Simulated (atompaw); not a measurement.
hydrogen (H) PAW (atompaw): all-electron and pseudo phase curves

* Element: H (Z = 1)
* Generator: atompaw 4.2.0.5
* Type: PAW
* Functional: PBE
* Relativity: scalar-relativistic
* Frozen core: none
* Valence charge: 1
* Reference configuration: 1s1
* Partial waves: 1s (bound): rc 1.00 bohr; 1s channel at 1.05 Ry: rc 1.00 bohr
* Local potential: vpsmatchnc scheme with l = 1 at 1 Ry, radius 0.85 bohr
* Core correction: none
* Augmentation charge: sinc compensation charge, radius 0.90 bohr; PAW radius 1.00 bohr; waves and projectors: custom rrkj gramschmidtortho

The phase is arctan(r·u′/u) with u = r·R(r), unwrapped; energies in Ry, scanned from -2 to 5 Ry. A pole is an energy at which the radial function vanishes at the test radius. The pseudo phase is shifted by a multiple of π to meet the all-electron one at the reference energy, and phase errors are pseudo minus all-electron; the curves can meet again beyond the range given. Levels narrower than the energy grid can be missing from the lists of poles.

```csv
channel,radius (bohr),reference energy (Ry),"poles, all-electron","poles, pseudo",unbroken range about the reference energy with phases within 0.05 rad,phase error 1 Ry above the reference energy (rad)
s,0.99,-0.48,none,none,the whole range,-0.000
```

Phases in the s channel:

| E (Ry) | all-electron | pseudo |
| --- | --- | --- |
| -2.00 | 0.660 | 0.661 |
| -1.52 | 0.516 | 0.516 |
| -1.04 | 0.324 | 0.324 |
| -0.56 | 0.077 | 0.077 |
| -0.08 | -0.214 | -0.214 |
| 0.40 | -0.507 | -0.507 |
| 0.88 | -0.761 | -0.761 |
| 1.36 | -0.960 | -0.960 |
| 1.84 | -1.111 | -1.111 |
| 2.32 | -1.224 | -1.224 |
| 2.80 | -1.312 | -1.312 |
| 3.28 | -1.382 | -1.381 |
| 3.76 | -1.438 | -1.438 |
| 4.24 | -1.486 | -1.485 |
| 4.72 | -1.526 | -1.525 |
